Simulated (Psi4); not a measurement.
C4H12B2S (SMILES CB(C)SB(C)C), singlet, at a GFN2-xTB geometry, atoms displaced at random by about 0.08 Å a coordinate; PBE/STO-3G, gradient run with Psi4 1.11.

Here is a job for Psi4.
```
memory 2 GB

molecule mol {
0 1
B     1.620585   -0.210075   -0.156353
C     1.442871   -1.703717    0.417309
C     2.712692    0.425122   -0.113810
S     0.042187    0.779707   -0.288661
B    -1.432412    0.176445   -0.046744
C    -2.914138    1.012760   -0.166385
C    -1.619203   -1.501735    0.272819
H     2.622219   -2.067645    0.606227
H     0.979992   -1.893664    1.481399
H     0.850698   -2.251410   -0.331781
H     2.869313    1.770555   -0.677964
H     3.486679    0.396384    0.486292
H     3.451486   -0.139447   -0.944130
H    -3.472086    1.161808    0.870280
H    -3.311818    0.693369   -0.959729
H    -2.514790    1.995040   -0.447369
H    -1.370800   -2.100107   -0.308849
H    -2.882880   -1.672881    0.585997
H    -1.313148   -1.526940    1.202441
symmetry c1
no_reorient
no_com
}

set {
  basis sto-3g
  reference rks
}

gradient('pbe')
print_variables()
```

### Question
Write the output that Psi4 gives for this input, abridged.

### Answer

```
gradient() will perform analytic gradient computation.

   => Loading Basis Set <=

    Name: STO-3G
    Role: ORBITAL
    Keyword: BASIS

         ---------------------------------------------------------
                                   SCF
               by Justin Turney, Rob Parrish, Andy Simmonett
                          and Daniel G. A. Smith
                              RKS Reference
         ---------------------------------------------------------

  ==> Geometry <==

    Molecular point group: c1
    Full point group: C1

    Geometry (in Angstrom), charge = 0, multiplicity = 1:

       Center              X                  Y                   Z               Mass
    ------------   -----------------  -----------------  -----------------  -----------------
         B            1.620585000000    -0.210075000000    -0.156353000000    11.009305360000
         C            1.442871000000    -1.703717000000     0.417309000000    12.000000000000
         C            2.712692000000     0.425122000000    -0.113810000000    12.000000000000
         S            0.042187000000     0.779707000000    -0.288661000000    31.972071174400
         B           -1.432412000000     0.176445000000    -0.046744000000    11.009305360000
         C           -2.914138000000     1.012760000000    -0.166385000000    12.000000000000
         C           -1.619203000000    -1.501735000000     0.272819000000    12.000000000000
         H            2.622219000000    -2.067645000000     0.606227000000     1.007825032230
         H            0.979992000000    -1.893664000000     1.481399000000     1.007825032230
         H            0.850698000000    -2.251410000000    -0.331781000000     1.007825032230
         H            2.869313000000     1.770555000000    -0.677964000000     1.007825032230
         H            3.486679000000     0.396384000000     0.486292000000     1.007825032230
         H            3.451486000000    -0.139447000000    -0.944130000000     1.007825032230
         H           -3.472086000000     1.161808000000     0.870280000000     1.007825032230
         H           -3.311818000000     0.693369000000    -0.959729000000     1.007825032230
         H           -2.514790000000     1.995040000000    -0.447369000000     1.007825032230
         H           -1.370800000000    -2.100107000000    -0.308849000000     1.007825032230
         H           -2.882880000000    -1.672881000000     0.585997000000     1.007825032230
[...]
  @DF-RKS Final Energy:  -599.84051317001979
    Total Energy =                       -599.8405131700197899
[...]

   => Exchange Functionals <=

    1.0000     XC_GGA_X_PBE

   => Correlation Functionals <=

    1.0000     XC_GGA_C_PBE

   => LibXC Density Thresholds  <==

    XC_GGA_C_PBE:  1.00E-12
    XC_GGA_X_PBE:  1.00E-15

   => Molecular Quadrature <=

    Radial Scheme          =       TREUTLER
    Pruning Scheme         =           NONE
    Nuclear Scheme         =       TREUTLER

    Blocking Scheme        =         OCTREE
    BS radius alpha        =              1
    Pruning alpha          =              1
    Radial Points          =             75
    Spherical Points       =            302
    Total Points           =         398371
    Total Blocks           =           2951
    Max Points             =            256
    Max Functions          =             48
    Weights Tolerance      =       1.00E-15

  -Total Gradient:
     Atom            X                  Y                   Z
    ------   -----------------  -----------------  -----------------
       1        0.315818839731     0.161074194528    -0.052874549161
       2       -0.076148994885     0.011042886039    -0.041082451013
       3       -0.258056307326    -0.235860701611     0.190762425039
       4       -0.107707543565    -0.087503860690     0.034858312188
       5        0.140277420566     0.118114508841    -0.018182177762
       6       -0.147739732144    -0.079973012902    -0.191140017497
       7        0.254645111646    -0.290277850829    -0.148732203213
       8        0.071492789710    -0.002046897130     0.021587088110
       9       -0.008236223167    -0.019331133325     0.041632991937
      10       -0.007679008349     0.018797452398    -0.000878630112
      11        0.019781679741     0.095239360845    -0.044538791835
      12       -0.087749605612     0.001471568320    -0.111419653574
      13        0.040977453384    -0.018357942134    -0.018878822475
      14       -0.015138434268     0.018454966922     0.053986167840
      15        0.104397146731     0.074737923700     0.143914286764
      16        0.011472272478    -0.017384886974    -0.002238963381
      17       -0.104494578895     0.235702083381     0.221774287993
      18       -0.083091797082    -0.007809641652     0.037467918039
      19       -0.062807222589     0.023986647591    -0.116129753398

  Variable Map:
  ----------------------------------------------------------------------------
[...]
  Array Variable Map:
  ----------------------------------------------------------------------------
[...]
[...]
```
